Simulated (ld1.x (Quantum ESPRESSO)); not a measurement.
## Configuration tests for vanadium (V) (TM)

ld1.x (Quantum ESPRESSO) 7.5 input, shortened:

```
&input
   title='V', zed=23., rel=1, dft='BP', iswitch=3,
   config='[Ar] 3d3 4s2 4p0'
 /
 &inputp
   pseudotype=2, tm=.true., lloc=-1, rcloc=2.65,
   nlcc=.true., new_core_ps=.true., rcore=0.90
 /
3
4S  1  0   2.00   0.00  2.25  2.25  0.0
4P  2  1   0.00   0.00  2.95  2.95  0.0
3D  3  2   3.00   0.00  1.20  1.20  0.0
 &test
   configts(1)='3d3 4s2 4p0'
 /
```

Energies are relative to the spin-unpolarised reference configuration 3d3 4s2 4p0; without spin polarisation the order of configurations can differ from experiment.

Task: Give the all-electron excitation energy and the error of the potential for: 3d3 4s1 4p0; 3d3 4s0 4p0; 3d2 4s0 4p0; 3d4 4s1 4p0; 3d4 4s0 4p0; 3d3 4s0 4p1; 3d3 4s1.5 4p0.

Result:

```csv
valence configuration,charge,ΔE all-electron (eV),error AE − PS (meV)
3d3 4s1 4p0,+1,7.914,-5.8
3d3 4s0 4p0,+2,22.314,-51
3d2 4s0 4p0,+3,51.251,-451
3d4 4s1 4p0,0,0.606,-171
3d4 4s0 4p0,+1,7.394,-322
3d3 4s0 4p1,+1,12.051,-11
3d3 4s1.5 4p0,+0.5,3.174,-1.2
```

Levels in the configuration 3d3 4s1 4p0:

| level | all-electron (eV) | pseudo (eV) |
| --- | --- | --- |
| 3d | -12.793 | -12.719 |
| 4s | -11.106 | -11.120 |
